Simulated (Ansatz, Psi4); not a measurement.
Input for Ansatz (a first-principles code):
Ansatz 0.2 input:
```yaml
crystal:
  periodic: [false, false, false]
  atoms:
    - {symbol: C, position_ang: [-0.04236295, 0.94301768, 0.11643630]}
    - {symbol: C, position_ang: [1.46068694, 0.70302549, -0.00366344]}
    - {symbol: Cl, position_ang: [-0.80766603, -0.77835367, 0.01458756]}
    - {symbol: H, position_ang: [-0.36931829, 1.35703846, -0.87902207]}
    - {symbol: H, position_ang: [1.94738318, 1.68689299, -0.01568052]}
    - {symbol: H, position_ang: [1.83394692, 0.15833098, 0.87083844]}
    - {symbol: H, position_ang: [1.80836665, 0.15349103, -0.90076143]}
basis:
  gaussian:
    orbitals: def2-TZVP
hamiltonian:
  xc: blyp
total_charge: -1
accuracy: high
```

Problem. Write the same job for Psi4.

Solution. Several could match; the one computed here: 
```
memory 2 GB

molecule mol {
-1 1
C    -0.042363    0.943018    0.116436
C     1.460687    0.703025   -0.003663
Cl   -0.807666   -0.778354    0.014588
H    -0.369318    1.357038   -0.879022
H     1.947383    1.686893   -0.015681
H     1.833947    0.158331    0.870838
H     1.808367    0.153491   -0.900761
}

set {
  basis def2-tzvp
  reference rks
  scf_type pk
  puream true
  d_convergence 1e-8
  dft_radial_points 99
  dft_spherical_points 590
}

energy('blyp')
print_variables()
```

Both were run: Ansatz gave -538.765898 Eh and Psi4 -538.765898 Eh, 0.000 mEh apart.
